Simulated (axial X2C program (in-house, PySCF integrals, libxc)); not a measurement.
Potential curves of AuF, 2c

Computed with an axial X2C code built on PySCF integrals. Two-component (2c) means X2C with spin–orbit coupling and atomic mean-field two-electron Coulomb and Gaunt terms. Basis: Au dyall-cv3z [13s14p9d6f4g], F dyall-av3z [7s6p3d2f] (cores contracted in-house); Gaussian nuclei, density fitting, unrestricted open shells. Masses: Au 196.967 u, F 18.998 u.

State: Ω = 0 (closed shell). Energies in eV from the fragments at the same level (Au + F). Fits are polynomials in 1 − R0/R over 0.85 to 1.23 times the lowest point R0.

| R (Å) | B3LYP | MP2 | CCSD(T) | HF |
| --- | --- | --- | --- | --- |
| 1.6765 | -1.9196 | -2.1465 |  | 0.1243 |
| 1.7536 | -2.5310 | -2.7232 | -2.4759 | -0.5530 |
| 1.8114 | -2.7903 | -2.9574 | -2.7348 | -0.8587 |
| 1.8692 | -2.9273 | -3.0704 | -2.8704 | -1.0377 |
| 1.9270 | -2.9739 | -3.0939 | -2.9146 | -1.1210 |
| 1.9944 | -2.9461 | -3.0396 | -2.8821 | -1.1286 |
| 2.0619 | -2.8561 | -2.9232 | -2.7858 | -1.0664 |
| 2.1486 | -2.6817 | -2.7143 | -2.6008 | -0.9171 |
| 2.2546 | -2.4183 | -2.4063 |  | -0.6704 |
| 2.4087 | -2.0003 | -1.9177 |  | -0.2547 |
| 2.6207 | -1.4438 | -1.2512 |  | 0.3299 |
| 2.8905 | -0.8400 | -0.4884 |  | 1.0045 |

Correlated methods: 18 electrons correlated (number of frozen shells: Au 5 s, 4 p, 2 d, 1 f; F 1 s), 286 virtual spin orbitals or spinors in MP2, 140 natural virtuals in coupled cluster.

Occupations by symmetry block were frozen at the best pattern of an incomplete PBE0 search. The closed shell is kept restricted, so the energy runs too high when the bond is stretched far. Dissociation energies refer to the lowest single-determinant-based atoms at the same level and basis. CCSD and (T) use frozen natural virtuals with an MP2 correction for the truncation; (T) itself is uncorrected, so its De runs slightly low. In 2c an atomic determinant is not the ground J level, so De misses part of the atomic spin–orbit lowering. This holds for B3LYP. Without a current term, density functionals place determinants with orbital angular momentum somewhat too high. The T1 diagnostic is large, a sign of multireference character. Coupled cluster ran on the points near the minimum only. MP2 and coupled cluster on one determinant become unreliable at the stretched end.

Question: What are Re, ωe and De at the B3LYP level?

Answer: At B3LYP, 2c: Re = 1.936 Å, ωe ≈ 542 cm⁻¹, De = 2.97 eV to Au + F; Be follows as 0.26 cm⁻¹.

Question: What are Re, ωe and De at the MP2 level?

Answer: At MP2, 2c: Re = 1.916 Å, ωe ≈ 570 cm⁻¹, De = 3.10 eV to Au + F; Be follows as 0.265 cm⁻¹.

Question: Fit the CCSD(T) curve near its minimum: give the equilibrium distance, the harmonic wavenumber and the well depth.

Answer: At CCSD(T), 2c: Re = 1.933 Å, ωe ≈ 552 cm⁻¹, De = 2.91 eV to Au + F; Be follows as 0.26 cm⁻¹.

Question: What are Re, ωe and De at the HF level?

Answer: At HF, 2c: Re = 1.966 Å, ωe ≈ 525 cm⁻¹, De = 1.14 eV to Au + F; Be follows as 0.252 cm⁻¹.
